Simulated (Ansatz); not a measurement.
An input meant for the cluster PtBr₂ (charge 0, singlet).

```yaml
crystal:
  periodic: [false, false, false]
  atoms:
    - {symbol: Pt, position_ang: [-0.009166, 0.856546, 0.076553]}
    - {symbol: Br, position_ang: [-1.788414, -0.384745, -0.740393]}
    - {symbol: Br, position_ang: [1.797580, -0.471801, 0.663850]}
basis:
  gaussian: {orbitals: def2-SVPD}
magnetization: {spin_polarized: true, initial_magnetization: 10}
hamiltonian: {xc: {name: LC-wPBE}}
output: {forces: true}
```

```sh
$ ansatz run in.yaml --threads 4 --pin off --events-out ev --progress --plain --max-ram 3916MiB
```

Shortened log:

```
Functional definition: LC-wPBE
1216 factors; their error is unknown
337 factors; integrals over basis functions are off by at most 4.2e-5 eV
mean field evaluation 1: about -143271.2318 eV, gradient 2.9e1 eV
mean field evaluation 2: about -143267.7343 eV, gradient 4.4e1 eV
mean field evaluation 4: about -143277.3193 eV, gradient 3.5e0 eV
mean field evaluation 8: about -143277.6100 eV, gradient 3.9e-1 eV
mean field evaluation 16: about -143277.5827 eV, gradient 3.4e-2 eV
mean field evaluation 32: about -143277.5829 eV, gradient 8.6e-4 eV
mean field evaluation 64: about -143277.4650 eV, gradient 1.0e0 eV
mean field -143277.58288474 eV, -5265.3540539805 hartree, gradient 1.2e-6 eV, S^2 30.011116; 5 other end points of the search recorded, 0 dependent functions left out
reference -143277.58288475 eV, -5265.3540539807 hartree; 49, 39 occupied and 68, 78 virtual orbitals, 1216 factors
Total energy: -143277.58288475 eV, -5265.3540539807 hartree
Atom 0 at    -0.009166     0.856546     0.076553 Å, force    -0.054749     5.098111     0.455543 eV/Å
Atom 1 at    -1.788414    -0.384745    -0.740393 Å, force    -2.578086    -2.485734    -1.248040 eV/Å
Atom 2 at     1.797580    -0.471801     0.663850 Å, force     2.632835    -2.612377     0.792497 eV/Å
Dipole moment:     0.002396    -0.236758    -0.021213 e Å
```

Problem. What is wrong with this run?

Solution. The spin is set far too high (10 unpaired electrons typed, 0 in the singlet as meant). Self-consistency was reached. The result belongs to that input, not to the species as meant.
